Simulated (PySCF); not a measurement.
Isomers of CH4N2Si. Isolated molecules, 0 K electronic values unless said otherwise. One relaxed conformer stands for each flexible species; it need not be the lowest. Strings in code marks are SMILES.

Quantity: electronic energy of isomers of CH4N2Si relative to `N#C[SiH2]N`, in eV.

Case: `N#CN[SiH3]`. Geometry of `N#CN[SiH3]` (neutral, multiplicity 1, Å):

```xyz
8

N      2.5898    -0.9409     0.0651
C      1.6678    -0.2482    -0.0183
N      0.5750     0.5098    -0.1072
Si    -1.0677    -0.0992     0.0546
H      0.7454     1.4908    -0.2738
H     -1.2611    -0.6911     1.3932
H     -1.3334    -1.1158    -0.9821
H     -1.9156     1.0947    -0.1316
```

Predict the electronic energy of isomers of CH4N2Si relative to `N#C[SiH2]N` from B3LYP-D3(BJ)/def2-TZVP (PySCF).

0.81 eV.
